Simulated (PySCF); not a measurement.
Mg(NH2)(SiH3) (H5MgNSi), SMILES [Mg]([NH2])[SiH3]. Heavy atoms are numbered as in [Mg:1]([NH2:2])[SiH3:5]. Hydrogens are named by the atom that carries them.

Geometry: ωB97X-D3(BJ)/def2-TZVP. One conformer was computed; it need not be the lowest.

These are HF/pcSseg-2 (PySCF) values and carry that method's errors.

GIAO shieldings, no solvent; atoms alike by connectivity are averaged. δ = σ(ref) − σ: ¹⁵N against NH3 (σ = 262.2 ppm); ¹H against TMS (σ = 31.98 ppm); ²⁹Si against TMS (σ = 383.2 ppm), references at their B3LYP-D3(BJ)/def2-TZVP geometries, non-relativistic.

```
atoms       nucleus  count  δ (ppm)
----------  -------  -----  -------
N2 (NH2)        ¹⁵N      1     -6.0
H on Si5         ¹H      3     2.94
H on N2          ¹H      2      [?]
Si5 (SiH3)     ²⁹Si      1      [?]
```

Question: What belongs in the gaps? (An estimate is asked for; the answer gives what the named calculation found.)

Answer: 
- Si5 (SiH3), δ (ppm): -136.4
- H on N2, δ (ppm): -0.27
